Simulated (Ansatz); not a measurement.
`F[SiH2]C[SiH2]Cl`, charge 0, multiplicity 1.

Task: Give a relaxed structure at PBE0-D4/def2-TZVP (Ansatz). (An estimate is asked.)

Result: Ansatz gave: 
Cartesian coordinates in Å:
```
F 1.253 -2.331 1.190
Si 0.547 -0.891 1.162
C -0.061 -0.556 -0.564
Si -0.457 1.225 -0.915
Cl -1.638 1.975 0.600
H 1.568 0.108 1.563
H -0.569 -0.924 2.133
H -0.941 -1.175 -0.765
H 0.724 -0.858 -1.270
H -1.208 1.389 -2.183
H 0.782 2.038 -0.951
```
This is one stationary point; other conformers may exist.
